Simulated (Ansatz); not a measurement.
Basis-set series for `[O]1[GeH2][GeH2]1`. The species carries charge 0 and has multiplicity 1. All single points use the PBE0-D4/def2-TZVP geometry.

```xyz
7

O     0.749   -0.702    0.732
Ge   -0.359    0.756    0.813
Ge    0.166   -0.575   -1.001
H    -1.581    0.516    1.710
H     0.394    2.048    1.159
H     1.302   -0.256   -1.983
H    -0.673   -1.787   -1.430
```

```
functional       basis  functions  energy (Eh)  HOMO (eV)  LUMO (eV)
   PBE0-D4    def2-SVP         98  -4230.42635      -6.85      -1.08
   PBE0-D4  def2-QZVPP        355  -4231.14492      -6.93      -1.26
   ωB97M-V    def2-SVP         98  -4230.76270      -8.85       0.77
   ωB97M-V  def2-QZVPP        355  -4231.47954      -8.95       0.40
```

Q: Give the rows for def2-TZVPP. (Estimate.)

A: Computed: 
```csv
functional,basis,functions,energy (Eh),HOMO (eV),LUMO (eV)
PBE0-D4,def2-TZVPP,183,-4231.04996,-6.90,-1.17
ωB97M-V,def2-TZVPP,183,-4231.38726,-8.93,0.61
```

Positive LUMOs are unbound and depend on the basis. Scalar relativity is left out up to krypton.
